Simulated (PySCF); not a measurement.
Q: Give a PBE0-D3(BJ)/def2-SVP geometry of `[GeH2]([N]=C)[NH2]`.

A: 
```xyz
10
CH6GeN2 angstrom
C      1.9820   -0.1923   -0.3251
N      0.8534   -0.0422   -0.8697
Ge    -0.6982   -0.5214    0.0580
N     -1.8176    0.9002    0.2993
H      2.1474   -0.6116    0.6941
H      2.9062    0.1022   -0.8596
H     -0.3058   -1.0599    1.4548
H     -1.4310   -1.5515   -0.8118
H     -2.1402    1.3294   -0.5643
H     -1.4461    1.6306    0.9011
```

Orientation and origin are arbitrary. Atoms count from 1 in this order. N4 (nitrogen bonded to Ge and 2 H) is pyramidal (angles 114.4°, 114.3° and 108.4°, sum 337.1°, 0.34 Å off the plane of its three neighbours). Ge3 (germanium bonded to 2 N and 2 H) is distorted tetrahedral (angles from 106.7° to 113.5°). The 2 Ge–N bonds span 1.825 Å (Ge3–N4, drawn single) to 1.870 Å (N2–Ge3, drawn single), a spread of 0.045 Å.

Bonds between heavy atoms (Å): C1=N2 1.262, N2–Ge3 1.870, Ge3–N4 1.825.

Method used: PySCF, PBE0-D3(BJ)/def2-SVP geometry optimisation, gas phase.

Point group: C1 (no symmetry element, even within 0.4 Å). Whether it is a minimum is left open (no frequencies). The numbers are those of one conformer (C1–N2–Ge3–N4 120°, N2–Ge3–N4–H 60° and -66°).
